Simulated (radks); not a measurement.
Species: Cl VII. Configuration: [Ne] 3s1. Method: scalar-relativistic Kohn-Sham, PBEsol, spin-polarised, spherical densities, finite nucleus; open shells are filled with parallel spins first; Fermi nuclear charge, rms radius 3.3654 fm; computed with a radial shooting solver on a logarithmic mesh with Libxc functionals.

Normalised radial functions P(r) = r R(r), r in bohr:

```
   r/bohr * 2s down, o 2p up (the largest magnitude, 1.55, reaches the edge; | marks zero, & curves that meet)
 0.003731                             o *
 0.005263                             o  *
 0.007423                             o   *
  0.01047                             o     *
  0.01477                             |o      *
  0.02083                             |o        *
  0.02939                             | o         *
  0.04146                             |  o         *
  0.05848                             |     o     *
  0.08249                             |        *o
   0.1164                             | *            o
   0.1641                    *        |                   o
   0.2315         *                   |                        o
   0.3266  *                          |                         o
   0.4606    *                        |                     o
   0.6498             *               |             o
   0.9166                      *      |     o
    1.303                            *| o
    1.838                             &
    2.593                             &
    3.658                             &
```

2s down: eigenvalue -358.75 eV, 1 radial node at r = 0.124 bohr, <r> = 0.441 bohr, 90 % of the charge inside 0.688 bohr. 2p up: eigenvalue -299.12 eV, 0 radial nodes, <r> = 0.402 bohr, 90 % of the charge inside 0.666 bohr.
